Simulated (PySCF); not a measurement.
# Spinor energies of Se (selenium, neutral)

Start: [Ar] 3d10 4s1 4p4 4d1; 4s1/2 filled at m_j = +1/2; 4p1/2 filled at m_j = +1/2; 4p3/2 filled at m_j = -1/2, +1/2, +3/2; 4d5/2 filled at m_j = +5/2. Calculated with PySCF 2.14 in x2c-SVPall-2c with one added diffuse shell each of s, p, d type (6s7p4d, 47 functions): generalised Hartree-Fock with the X2C-1e Hamiltonian and a Gaussian nucleus; one run each with spin-orbit coupling (SO) switched off, then screened by Boettger's factors. This is a chosen level, not necessarily the ground level.

```json
{"spinor shell": "1s1/2", "electrons": "2", "ε, spin-free (eV)": "-12738.1", "ε, screened SO (eV)": "-12737.9", "weight of nominal j (screened SO)": "1.000", "rms radius, screened SO (bohr)": "0.0508"}
{"spinor shell": "2s1/2", "electrons": "2", "ε, spin-free (eV)": "-1700.4", "ε, screened SO (eV)": "-1700.3", "weight of nominal j (screened SO)": "1.000", "rms radius, screened SO (bohr)": "0.212"}
{"spinor shell": "2p1/2", "electrons": "2", "ε, spin-free (eV)": "-1491.8", "ε, screened SO (eV)": "-1520.5", "weight of nominal j (screened SO)": "1.000", "rms radius, screened SO (bohr)": "0.187"}
{"spinor shell": "2p3/2", "electrons": "4", "ε, spin-free (eV)": "-1491.8", "ε, screened SO (eV)": "-1477.8", "weight of nominal j (screened SO)": "1.000", "rms radius, screened SO (bohr)": "0.190"}
{"spinor shell": "3s1/2", "electrons": "2", "ε, spin-free (eV)": "-255.46", "ε, screened SO (eV)": "-255.40", "weight of nominal j (screened SO)": "1.000", "rms radius, screened SO (bohr)": "0.613"}
{"spinor shell": "3p1/2", "electrons": "2", "ε, spin-free (eV)": "-187.92", "ε, screened SO (eV)": "-192.28", "weight of nominal j (screened SO)": "0.996", "rms radius, screened SO (bohr)": "0.629"}
{"spinor shell": "3p3/2", "electrons": "4", "ε, spin-free (eV)": "-187.92", "ε, screened SO (eV)": "-185.74", "weight of nominal j (screened SO)": "0.998", "rms radius, screened SO (bohr)": "0.639"}
{"spinor shell": "3d3/2", "electrons": "4", "ε, spin-free (eV)": "-75.665", "ε, screened SO (eV)": "-76.249", "weight of nominal j (screened SO)": "0.927", "rms radius, screened SO (bohr)": "0.695"}
{"spinor shell": "3d5/2", "electrons": "6", "ε, spin-free (eV)": "-75.665", "ε, screened SO (eV)": "-75.191", "weight of nominal j (screened SO)": "0.951", "rms radius, screened SO (bohr)": "0.695"}
{"spinor shell": "4s1/2", "electrons": "1", "ε, spin-free (eV)": "-30.750", "ε, screened SO (eV)": "-30.700", "weight of nominal j (screened SO)": "1.000", "rms radius, screened SO (bohr)": "1.90"}
{"spinor shell": "4p3/2", "electrons": "3", "ε, spin-free (eV)": "-13.986", "ε, screened SO (eV)": "-15.560", "weight of nominal j (screened SO)": "0.643", "rms radius, screened SO (bohr)": "2.30"}
{"spinor shell": "4p1/2", "electrons": "1", "ε, spin-free (eV)": "-13.986", "ε, screened SO (eV)": "-9.336", "weight of nominal j (screened SO)": "0.637", "rms radius, screened SO (bohr)": "2.53"}
{"spinor shell": "4d5/2", "electrons": "1", "ε, spin-free (eV)": "-0.543", "ε, screened SO (eV)": "-0.536", "weight of nominal j (screened SO)": "1.000", "rms radius, screened SO (bohr)": "3.84"}
```

| quantity | spin-free | screened SO |
| --- | --- | --- |
| E (hartree) | -2426.92397 | -2427.02425 |
| M_J | 5 | 5 |
| ⟨J²⟩ | 30.016 | 30.016 |
| ⟨L²⟩ | 12.007 | 12.027 |
| ⟨S²⟩ | 6.009 | 6.001 |

Each row is a mean over spinors that exchange with the open shell spreads, by up to 1.230 eV (3s1/2).

Rows whose weight is well below 1 are mixtures of j = l ± 1/2: exchange outweighs spin-orbit coupling there, and the label is only the starting occupation.

Without spin-orbit coupling the j labels of p, d and f shells carry no meaning; the spin-free column gives the mean over the occupied spinors of each nl shell.
